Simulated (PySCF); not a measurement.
**`InChI=1S/COSe/c2-1-3`**

Molfile (atoms numbered from 1):
```
COSe
     RDKit          3D

  3  2  0  0  0  0  0  0  0  0999 V2000
   -1.1469    0.7694   -0.0135 O   0  0  0  0  0  0  0  0  0  0  0  0
   -0.1469    0.1933   -0.0112 C   0  0  0  0  0  0  0  0  0  0  0  0
    1.3320   -0.6596   -0.0079 Se  0  0  0  0  0  2  0  0  0  0  0  0
  1  2  2  0
  2  3  2  0
M  END
```

Method: GIAO B3LYP/def2-SVP magnetisability, rotational g tensor and spin-rotation constants, non-relativistic, gas phase (PySCF). Geometry: PBE0-D3(BJ)/def2-SVP.

The calculation is non-relativistic, which matters for the atoms heavier than Zn.

Q: How diamagnetic is it, and how anisotropic?

A: Isotropic -744 × 10⁻³⁰ J/T², or -44.8 × 10⁻⁶ cm³/mol; principal values -838, -697, -697 × 10⁻³⁰ J/T², anisotropy 141 × 10⁻³⁰ J/T² (root of half the summed squared differences of the principal values). The susceptibility is in cgs units.

Q: Split it along the inertial axes a, b, c into diamagnetic and paramagnetic parts about the centre of mass, with the quadrupole moment.

A: 
```
axis  χ (10⁻⁶ cm³/mol)  diamagnetic (10⁻⁶ cm³/mol)  paramagnetic (10⁻⁶ cm³/mol)  summed x² of all electrons (Å²)  quadrupole Θ (D Å)
   a             -50.4                       -50.4                          0.0                             66.5               -0.77
   b             -42.0                      -307.3                        265.4                              5.9               +0.39
   c             -42.0                      -307.3                        265.4                              5.9               +0.39
```
Anisotropies 2χaa − χbb − χcc = -17.0 and 2χbb − χaa − χcc = +8.5 × 10⁻⁶ cm³/mol. Θ is traceless in Buckingham's convention.

Q: And the rotational g tensor?

A: 
```
axis  rotational constant (GHz)        g  nuclear part  electronic part
   b                     4.0350  -0.0174        0.4857          -0.5030
   c                     4.0350  -0.0174        0.4857          -0.5030
```
Linear; isotopes 12C, 16O, 80Se; no vibrational averaging.
